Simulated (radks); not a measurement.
The nuclear charge of the scandium ion Sc2+ is varied continuously with 19 electrons held in [Ar] 3d1. Method: scalar-relativistic Kohn-Sham, r2SCAN, spin-unpolarised, spherical densities, finite nucleus; meta-GGA in the generalised Kohn-Sham scheme; Fermi nuclear charge, rms radius 3.5459 fm; computed with a radial shooting solver on a logarithmic mesh with Libxc functionals. By the Hellmann-Feynman theorem dE/dZ = E(electron-nucleus)/Z, the electronic potential at the nucleus (averaged over a nucleus of fixed radius). The scalar-relativistic energy here is not variational (the density holds large components alone), so the two differ by a part that grows with Z.

Z     E (hartree)  E(electron-nucleus)/Z (hartree)  HOMO  e(HOMO) (eV)  <r> HOMO (bohr)
20.6   -729.58253                         -83.7817    3d       -11.799            1.769
20.8   -746.45102                         -84.8173    3d       -14.455            1.653
21     -763.52680                         -85.8516    3d       -17.304            1.558
21.2   -780.80967                         -86.8850    3d       -20.332            1.480
21.4   -798.29949                         -87.9178    3d       -23.529            1.412
21.6   -815.99618                         -88.9503    3d       -26.886            1.353
21.8   -833.89967                         -89.9825    3d       -30.399            1.301
22     -852.00995                         -91.0146    3d       -34.062            1.255

The central difference of E at Z = 21 is -85.897 hartree, to compare with the third column; the second derivative is -5.18 hartree.
